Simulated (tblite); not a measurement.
Species: C9H13N.
Atom-mapped SMILES: `[CH3:1][CH:2]([CH3:3])[c:4]1[cH:5][cH:6][cH:7][cH:8][c:9]1[NH2:10]` (hydrogens: H11, H12, H13 on C1; H14 on C2; H15, H16, H17 on C3; H18 on C5; H19 on C6; H20 on C7; H21 on C8; H22, H23 on N10)

Geometry (GFN2-xTB, Å), atoms numbered from 1 in this order:
```
atom  x, y, z in Å
C1    -2.0970   -0.0477   -0.8698
C2    -1.3081    0.1341    0.4314
C3    -1.8549   -0.7989    1.5112
C4     0.1681   -0.0484    0.1517
C5     0.8232   -1.2366    0.4357
C6     2.1664   -1.4174    0.1533
C7     2.8866   -0.3885   -0.4250
C8     2.2576    0.8043   -0.7171
C9     0.9018    0.9898   -0.4481
N10    0.3003    2.1720   -0.8529
H11   -1.7371    0.6345   -1.6356
H12   -1.9749   -1.0651   -1.2344
H13   -3.1566    0.1361   -0.7037
H14   -1.4658    1.1598    0.7920
H15   -1.9079   -1.8250    1.1556
H16   -1.2309   -0.7660    2.4017
H17   -2.8617   -0.4888    1.7858
H18    0.2785   -2.0498    0.8886
H19    2.6440   -2.3580    0.3840
H20    3.9364   -0.5122   -0.6474
H21    2.8128    1.6147   -1.1702
H22   -0.5265    2.4528   -0.3505
H23    0.9409    2.9312   -1.0263
```

Computed with GFN2-xTB (tblite): harmonic, unscaled wavenumbers at the GFN2-xTB geometry, gas phase. Errors from tens to a few hundred cm⁻¹ against measured bands are possible. One conformer, not necessarily the lowest.

Harmonic wavenumbers (cm⁻¹): 62.0, 108.2, 195.0, 209.3, 244.8, 268.2, 298.0, 329.5, 339.1, 400.8, 449.5, 485.6, 496.7, 533.8, 571.8, 617.5, 694.6, 747.9, 776.9, 835.6, 864.7, 905.2, 919.3, 939.1, 944.7, 989.3, 1024.9, 1074.3, 1103.1, 1117.8, 1145.4, 1177.2, 1188.1, 1220.7, 1278.2, 1292.2, 1303.0, 1330.0, 1359.1, 1403.9, 1417.2, 1447.0, 1486.1, 1494.9, 1500.6, 1509.5, 1516.1, 1520.6, 1583.6, 1609.9, 2879.8, 3020.3, 3025.4, 3031.9, 3036.1, 3039.5, 3047.7, 3057.6, 3075.2, 3086.9, 3105.8, 3448.1, 3497.3.

A = 2081, B = 1134, C = 817.9 MHz; mass 135.105 u (most abundant isotopes); point group C1, symmetry number 1.

Question: What is the zero-point energy?

Answer: ½Σν̃ = 43341 cm⁻¹ = 123.92 kcal/mol.

Question: Give the ideal-gas entropy at 273.15 K and 1 bar in the rigid-rotor, harmonic-oscillator model (classical rotation).

Answer: Translation 40.21, rotation 29.24, vibration 23.45: S = 92.9 cal/(mol K).

Question: And Cp and H(273.15 K) − H(0)?

Answer: Cp = 38.63 cal/(mol K), of which vibrations give 30.68 (their classical limit is 63 R = 125.2); H(273.15 K) − H(0) = 5.94 kcal/mol without the zero-point energy, 3.77 from vibrations.

Question: Blend soft modes into free rotors: weight 1/[1 + (100 cm⁻¹/ν̃)⁴] for the oscillator and the rest for a rotor with moment μB/(μ + B), μ = h/(8π²ν), B = 10⁻⁴⁴ kg m². What vibrational entropy results?

Answer: 22.46 cal/(mol K) in place of 23.45, which changes −T·S at 273.15 K by +0.27 kcal/mol.

Question: What must be added to the electronic energy to get the Gibbs energy at 273.15 K and 1 bar?

Answer: ZPE + [H(273.15 K) − H(0)] − T·S = 123.92 + 5.94 − 25.37 = 104.49 kcal/mol.

Hindered rotation and anharmonicity are outside this model. Other conformers, if any are populated, would add a mixing term that is left out. The structure is chiral; the term R ln 2 for an equal mix with its mirror image is left out.
